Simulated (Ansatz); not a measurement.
Gas-phase electronic energies from Ansatz, PBE0-D4/def2-TZVP geometries. CBS: MP2 limit from def2 TZ/QZ plus the TZ coupled-cluster correction, frozen cores. This one scheme is used for every species. Functionals use def2-TZVPP. For Ge outer-core shells are correlated without core-valence functions, which leaves a few kJ/mol of doubt a bond. Scalar relativity is left out up to krypton. Each species was taken in one conformer, which may not be the lowest.

`CCB(F)S` + GeH₄ → `FB(S)[CH2][GeH3]` + CH₄  (formal exchange of groups at a C–C bond)

| level | ΔE (kJ/mol) |
| --- | --- |
| r2SCAN-D4 | -54.1 |
| ωB97M-V | -51.8 |
| PBE0 | -49.4 |
| MP2/def2-TZVPP | -60.8 |

(1) What does CCSD(T)/CBS give? (Best estimate.)

Largest T1 diagnostic among the species: 0.012.

Results:

(1) The calculation gave: -56.0 kJ/mol. The listed levels differ from it by 1.9, 4.2, 6.6, -4.8 kJ/mol.

The D4 term adds −4.4 kJ/mol with B3LYP and −2.5 kJ/mol with PBE0; it sums over pairs of atoms, weighted by their polarisabilities, and B3LYP, whose exchange is more repulsive, gets the larger term. In def2-TZVPP, CCSD(T) changes the Hartree–Fock value by −11.0 kJ/mol (the triples alone add −1.8 kJ/mol) and MP2 by −16.8 kJ/mol.

B3LYP here is the variant with VWN-RPA as its local correlation; programs differ in this.
